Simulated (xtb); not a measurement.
Ga(All)(H)2 (C₃H₇Ga), SMILES [GaH2][CH2]C=C. All values are semi-empirical tight-binding results from xtb (GFN2-xTB unless named), good for trends rather than for accurate numbers. Coordinates come from a GFN2-xTB optimisation. The structure was generated by enumeration; whether it is a known compound was not checked. Other conformers were not sampled.

Optimised geometry:

Bonded distances (Å): Ga1–C2 2.056, Ga1–H10 1.597, Ga1–H11 1.579, C2–C3 1.488, C2–H5 1.094, C2–H6 1.096, C3–C4 1.327, C3–H7 1.085, C4–H8 1.082, C4–H9 1.076. Bond angles (°): C2–Ga1–H10 125.9, C2–Ga1–H11 118.9, H10–Ga1–H11 115.2, Ga1–C2–C3 104.4, Ga1–C2–H5 112.8, Ga1–C2–H6 108.0, C3–C2–H5 112.4, C3–C2–H6 110.9, H5–C2–H6 108.2, C2–C3–C4 123.3, C2–C3–H7 116.8, C4–C3–H7 119.9, C3–C4–H8 120.8, C3–C4–H9 122.2, H8–C4–H9 116.9.

For metal compounds this method's bond lengths and energies can be far off.

- orbital gap = 4.17 eV
- zero-point energy = 48.3 kcal/mol
- G − E(el) at 298.15 K (modified RRHO) = 28.8 kcal/mol

Computed atomic charges and the Wiberg bond orders between heavy atoms:
charges (e) Ga1 0.15, C2 -0.11, C3 -0.01, C4 -0.10, H5 0.06, H6 0.07, H7 0.04, H8 0.05, H9 0.04, H10 -0.08, H11 -0.09. Bond orders Ga1–C2 0.85, C2–C3 1.04, C3–C4 1.89.
